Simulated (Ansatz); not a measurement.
Basis-set extrapolation for `N[SiH2]B(O)Cl` (PBE0-D4/def2-TZVP geometry, frozen core, the Gaussian-basis code of Ansatz). Multiplicity 1, RHF reference.

```tsv
	def2-TZVPP	def2-QZVPP
HF	-905.552336	-905.581636
MP2 correlation	-0.861468	-0.932081
CCSD(T) correlation	-0.943882	not run
```

Energies in hartree. Use E(X) = E(∞) + A·exp(−7.88·√X) for Hartree–Fock and E(X) = E(∞) + B·X^(−2.97) for correlation, with X = 3 and 4, and add CCSD(T) minus MP2 of the smaller set to the MP2 limit.

Problem. What is the CCSD(T) energy at the basis-set limit?

Solution. HF limit: -905.581636 + (-0.029300) × 0.13774 = -905.58567. MP2 limit: -0.932081 + (-0.070613) × 0.74074 = -0.98439. Higher-order term: -0.943882 − (-0.861468) = -0.08241. Total: -906.65247 hartree, 410.2 kJ/mol below CCSD(T)/def2-TZVPP.
